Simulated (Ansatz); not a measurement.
Ansatz (a program for electronic structure) input (CCSD(T)/def2-TZVPPD):
A basis named .json is the Basis Set Exchange file of that set.

Ansatz 0.2 input:
```yaml
crystal:
  periodic: [false, false, false]
  atoms:
    - {symbol: Zr, position_ang: [0.00000000, 0.00000000, 0.00000000]}
    - {symbol: I, position_ang: [0.00000000, 0.00000000, 2.73971683]}
    - {symbol: I, position_ang: [-0.00000000, -0.00000000, -2.73971683]}
basis:
  gaussian:
    orbitals: def2-TZVPPD.json
magnetization: {spin_polarized: true, initial_magnetization: 2}
correlation: {method: ccsd_t, electrons: outside_noble_gas}
```

End of the output:

```
mean field evaluation 16: about -17401.7490 eV, gradient 5.6e1 eV
mean field evaluation 32: about -17413.4725 eV, gradient 1.1e1 eV
mean field evaluation 64: about -17414.1714 eV, gradient 2.8e-6 eV
mean field evaluation 96: about -17414.0342 eV, gradient 6.3e-1 eV
mean field evaluation 128: about -17414.9742 eV, gradient 6.5e-1 eV
mean field evaluation 160: about -17412.2673 eV, gradient 1.4e1 eV
mean field evaluation 192: about -17412.5958 eV, gradient 7.9e0 eV
mean field evaluation 224: about -17413.9977 eV, gradient 4.1e-4 eV
mean field evaluation 256: about -17414.1696 eV, gradient 3.2e-4 eV
mean field evaluation 288: about -17411.0111 eV, gradient 1.1e-1 eV
mean field evaluation 320: about -17412.0056 eV, gradient 1.2e1 eV
mean field evaluation 352: about -17414.9811 eV, gradient 2.8e-2 eV
mean field evaluation 384: about -17414.1714 eV, gradient 3.4e-4 eV
mean field evaluation 416: about -17413.9974 eV, gradient 1.2e-1 eV
mean field evaluation 448: about -17413.8007 eV, gradient 7.1e-1 eV
mean field evaluation 480: about -17412.6737 eV, gradient 8.5e0 eV
mean field evaluation 512: about -17414.9811 eV, gradient 2.3e-2 eV
mean field evaluation 544: about -17414.0018 eV, gradient 1.1e0 eV
mean field evaluation 576: about -17414.9811 eV, gradient 3.1e-3 eV
mean field evaluation 608: about -17414.9523 eV, gradient 1.2e0 eV
mean field evaluation 640: about -17414.1714 eV, gradient 6.9e-3 eV
mean field evaluation 672: about -17413.8727 eV, gradient 7.2e-1 eV
mean field evaluation 704: about -17414.1696 eV, gradient 5.9e-4 eV
mean field -17414.98107926 eV, -639.9887503648 hartree, gradient 6.5e-6 eV, S^2 2.016969; 21 other end points of the search recorded, 0 dependent functions left out
determinant -17414.98107926 eV, -639.9887503648 hartree, with singles and doubles -17424.82274458 eV, -640.3504248944 hartree
determinant -17414.17140109 eV, -639.9589952408 hartree, with singles and doubles -17423.93013387 eV, -640.3176220555 hartree
determinant -17414.16958011 eV, -639.9589283210 hartree, with singles and doubles -17424.03217741 eV, -640.3213720867 hartree
determinant -17413.99772967 eV, -639.9526129339 hartree, with singles and doubles -17423.78060670 eV, -640.3121270334 hartree
determinant -17413.54319323 eV, -639.9359090279 hartree, with singles and doubles -17423.57388823 eV, -640.3045302700 hartree
determinant -17413.12333622 eV, -639.9204795672 hartree, with singles and doubles -17422.98820311 eV, -640.2830067388 hartree
22 core orbitals not correlated
reference -17414.98107926 eV, -639.9887503648 hartree; 10, 8 occupied and 142, 144 virtual orbitals, 1434 factors
second order -8.99139780 eV of doubles, -0.00000000 eV of singles
coupled cluster: 1.84 GiB planned
cycle   1  -9.80675203 eV  change   -4.1e-1 eV  update   2.7e-2
cycle   2  -9.83675499 eV  change   -3.0e-2 eV  update   8.9e-3
cycle   3  -9.83866651 eV  change   -1.9e-3 eV  update   5.3e-3
cycle   4  -9.84214844 eV  change   -3.5e-3 eV  update   2.2e-3
cycle   5  -9.84259714 eV  change   -4.5e-4 eV  update   8.4e-4
cycle   6  -9.84288330 eV  change   -2.9e-4 eV  update   3.1e-4
cycle   7  -9.84294145 eV  change   -5.8e-5 eV  update   1.3e-4
cycle   8  -9.84295798 eV  change   -1.7e-5 eV  update   4.2e-5
cycle   9  -9.84295748 eV  change    5.0e-7 eV  update   1.9e-5
perturbative correction -0.48936248 eV, -0.0179837393 hartree
Total energy: -17425.31339922 eV, -640.3684561196 hartree
```

The spin state was set by rule; other spins were not relaxed.
